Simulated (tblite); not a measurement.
Compound: C7H13FO.
Numbering: `[CH3:1][C@@H:2]([F:3])[CH2:4][C@:5]1([CH3:6])[CH2:7][CH2:8][O:9]1` (hydrogens: H10, H11, H12 on C1; H13 on C2; H14, H15 on C4; H16, H17, H18 on C6; H19, H20 on C7; H21, H22 on C8)

The geometry is computed with GFN2-xTB (gas phase).

Question: Give the optimised bond lengths and angles.

Answer: 
| bond | length (Å) |
| --- | --- |
| C1–C2 | 1.522 |
| C2–F3 | 1.386 |
| C2–C4 | 1.526 |
| C4–C5 | 1.531 |
| C5–C6 | 1.520 |
| C5–C7 | 1.542 |
| C7–C8 | 1.529 |
| C8–O9 | 1.426 |
| C5–O9 | 1.446 |
| C1–H10, C1–H11, C1–H12 | 1.087 |
| C2–H13 | 1.099 |
| C4–H14 | 1.092 |
| C4–H15 | 1.091 |
| C6–H16, C6–H17, C6–H18 | 1.087 |
| C7–H19 | 1.087 |
| C7–H20 | 1.087 |
| C8–H21 | 1.094 |
| C8–H22 | 1.094 |

Bonds in one row agree within 0.01 Å and their mean is given. A selection of angles:
| angle | degrees |
| --- | --- |
| C2–C1–H10 | 110.0 |
| H10–C1–H11 | 109.2 |
| C1–C2–F3 | 108.0 |
| C1–C2–C4 | 112.2 |
| C1–C2–H13 | 110.7 |
| F3–C2–C4 | 109.5 |
| F3–C2–H13 | 105.1 |
| C4–C2–H13 | 111.1 |
| C2–C4–C5 | 114.4 |
| C2–C4–H14 | 109.0 |
| C2–C4–H15 | 108.7 |
| C5–C4–H14 | 108.6 |
| C5–C4–H15 | 108.1 |
| H14–C4–H15 | 107.8 |
| C4–C5–C6 | 112.7 |
| C4–C5–C7 | 114.9 |
| C4–C5–O9 | 110.1 |
| C6–C5–C7 | 114.9 |
| C6–C5–O9 | 111.6 |
| C7–C5–O9 | 90.6 |
| C5–C6–H16 | 109.9 |
| H16–C6–H17 | 108.9 |
| C5–C7–C8 | 85.0 |
| C5–C7–H19 | 114.9 |
| C5–C7–H20 | 115.1 |
| C8–C7–H19 | 115.3 |
| C8–C7–H20 | 114.8 |
| H19–C7–H20 | 109.9 |
| C7–C8–O9 | 91.9 |
| C7–C8–H21 | 115.5 |
| C7–C8–H22 | 115.8 |
| O9–C8–H21 | 111.7 |
| O9–C8–H22 | 111.6 |
| H21–C8–H22 | 109.3 |
| C5–O9–C8 | 92.5 |

Dihedral angles: C1–C2–C4–C5 163° (antiperiplanar); C2–C4–C5–C6 66° (synclinal); C4–C5–C7–C8 -114° (anticlinal); C5–C7–C8–O9 1° (synperiplanar); C7–C8–O9–C5 -1° (synperiplanar); C4–C5–O9–C8 118° (anticlinal).

The 2 C–O bonds span 1.426 Å (C8–O9, drawn single) to 1.446 Å (C5–O9, drawn single), a spread of 0.020 Å. The C–C distances run from 1.520 Å (C5–C6, drawn single) to 1.542 Å (C5–C7, drawn single), a spread of 0.022 Å. Of the pairs four or more bonds apart, F3···H17 is among the closest relative to their van der Waals radii: 2.45 Å, 92 % of the sum of Bondi's values. The 4-membered ring C5–C7–C8–O9 has internal angles of 85.0° to 92.5°; it is planar, 0.01 Å rms from its mean plane, widest ring torsion 1°.

Point group: C1 (no symmetry element, even within 0.4 Å). Its GFN2-xTB frequencies are all real (lowest 46 cm⁻¹). The numbers are those of one conformer. 3 starts were optimised and ended at 0.00, 0.02 and 0.88 kcal/mol (GFN2-xTB); the lowest of these is shown.

Hardware: Arm Neoverse V1, one thread, shared host. Cost: 0.93 s of wall time. This is the geometry optimisation.
